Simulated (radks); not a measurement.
The table gives one normalised radial function P(r) = r R(r) of Fe3+ in [Ar] 3d2.5 4s0.5 4p2 (r in bohr). Method: scalar-relativistic Kohn-Sham, r2SCAN, spin-polarised, spherical densities, finite nucleus; open shells are filled with parallel spins first; meta-GGA in the generalised Kohn-Sham scheme; Fermi nuclear charge, rms radius 3.7377 fm; computed with a radial shooting solver on a logarithmic mesh with Libxc functionals.

| r | P |
|---|---|
| 0.003731 | 0.0000 |
| 0.004819 | 0.0000 |
| 0.006275 | 0.0000 |
| 0.008106 | 0.0001 |
| 0.01056 | 0.0002 |
| 0.01374 | 0.0005 |
| 0.01775 | 0.0009 |
| 0.02312 | 0.0020 |
| 0.0301 | 0.0041 |
| 0.03889 | 0.0081 |
| 0.05063 | 0.0163 |
| 0.06593 | 0.0318 |
| 0.08517 | 0.0591 |
| 0.1109 | 0.1080 |
| 0.1433 | 0.1851 |
| 0.1865 | 0.3055 |
| 0.2429 | 0.4716 |
| 0.3138 | 0.6664 |
| 0.4086 | 0.8726 |
| 0.532 | 1.0299 |
| 0.6872 | 1.0729 |
| 0.8948 | 0.9669 |
| 1.165 | 0.7368 |
| 1.505 | 0.4717 |
| 1.96 | 0.2413 |
| 2.532 | 0.0973 |
| 3.297 | 0.0261 |
| 4.293 | 0.0042 |
| 5.545 | 0.0004 |
| 7.22 | 0.0000 |

Which n and l does it have? It may be an empty orbital.

Answer. n = 3, l = 2: the number of nodes gives n - l - 1 = 0, the rise at small r (about r^(l+1)) gives l, and the extent must fit the shell. The curve is that of 3d up; the table hardly tells the two spins apart. 3d up: eigenvalue -67.085 eV, 0 radial nodes, <r> = 0.865 bohr, 90 % of the charge inside 1.41 bohr.
